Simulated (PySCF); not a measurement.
C2H4BrFSi.

```xyz
9

Si    -0.3618     0.2755     0.7441
F      0.8334     1.2179     1.3506
Br     0.5520    -1.3160    -0.5294
C     -1.4603     1.3584    -0.2902
C     -1.2312     2.6821    -0.4088
H     -1.0350    -0.4039     1.8936
H     -2.3130     0.9013    -0.8249
H     -0.3846     3.1669     0.1063
H     -1.8734     3.3338    -1.0259
```
Charge 0, spin multiplicity 1.

Geometry: PBE-D3(BJ)/def2-SVP. This is a generated structure with no PubChem entry under its InChIKey; it may be hypothetical. One conformer was computed; it need not be the lowest.

Computed with KT2/pcSseg-1 in PySCF. Non-relativistic, no solvent.

Q: Give the absolute GIAO shielding of each atom: isotropic value and principal components (ppm). (An estimate is asked for; the answer gives what the named calculation found.)

A: 
```json
[
 {"atom": "Si1", "σ(iso)": "347.3", "σ11": "303.1", "σ22": "344.9", "σ33": "394.0", "span": "90.9"},
 {"atom": "F2", "σ(iso)": "328.7", "σ11": "277.9", "σ22": "329.4", "σ33": "378.8", "span": "100.9"},
 {"atom": "Br3", "σ(iso)": "2429.2", "σ11": "2047.1", "σ22": "2462.9", "σ33": "2777.5", "span": "730.4"},
 {"atom": "C4", "σ(iso)": "50.7", "σ11": "-51.3", "σ22": "50.8", "σ33": "152.7", "span": "204.1"},
 {"atom": "C5", "σ(iso)": "45.1", "σ11": "-69.0", "σ22": "38.0", "σ33": "166.3", "span": "235.3"},
 {"atom": "H6", "σ(iso)": "24.9", "σ11": "21.0", "σ22": "23.0", "σ33": "30.8", "span": "9.8"},
 {"atom": "H7", "σ(iso)": "25.1", "σ11": "23.2", "σ22": "24.5", "σ33": "27.6", "span": "4.4"},
 {"atom": "H8", "σ(iso)": "24.7", "σ11": "21.2", "σ22": "23.4", "σ33": "29.5", "span": "8.3"},
 {"atom": "H9", "σ(iso)": "24.7", "σ11": "21.9", "σ22": "24.2", "σ33": "28.0", "span": "6.1"}
]
```
